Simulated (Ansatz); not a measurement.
One change: `[CH3][Ge]([F])([F])[C]#N` becomes `C[S][Ge]([CH3])([F])[F]`.

Ansatz, PBE0-D4/def2-TZVP geometries, multiplicity 1. Each molecule was computed in one conformer, which needn't be the lowest.

Scalar relativity is left out up to krypton.

| property | `[CH3][Ge]([F])([F])[C]#N` |
| --- | --- |
| LUMO energy (PBE0/def2-TZVPP) / eV | -1.08 |
| HOMO energy (ωB97M-V/def2-TZVPP) / eV | -12.65 |
| HOMO energy (B3LYP/def2-TZVPP) / eV | -10.09 |
| HOMO–LUMO gap (ωB97M-V/def2-TZVPP) / eV | 13.69 |
| size of the dipole moment (B3LYP/def2-TZVPP) / D | 4.25 |
| HOMO–LUMO gap (PBE/def2-TZVPP) / eV | 6.67 |

Task: Give the same properties after the change, and the shifts. (An estimate is asked.)

Result: Ansatz gave: 
```tsv
property	`C[S][Ge]([CH3])([F])[F]`	shift
LUMO energy (PBE0/def2-TZVPP) / eV	-0.26	0.82
HOMO energy (ωB97M-V/def2-TZVPP) / eV	-9.62	3.03
HOMO energy (B3LYP/def2-TZVPP) / eV	-7.17	2.92
HOMO–LUMO gap (ωB97M-V/def2-TZVPP) / eV	11.20	-2.49
size of the dipole moment (B3LYP/def2-TZVPP) / D	3.76	-0.49
HOMO–LUMO gap (PBE/def2-TZVPP) / eV	4.94	-1.73
```

With PBE0 the HOMO rises by 2.94 eV and the LUMO rises by 0.82 eV, so the gap narrows by about 2.12 eV. PBE moves the HOMO by 2.59 eV and ωB97M-V by 3.03 eV. The zero-point energy changes by 81.3 kJ/mol with +9 modes. Dipoles are sizes alone; their direction can turn.

B3LYP here is the variant with VWN-RPA as its local correlation; programs differ in this.
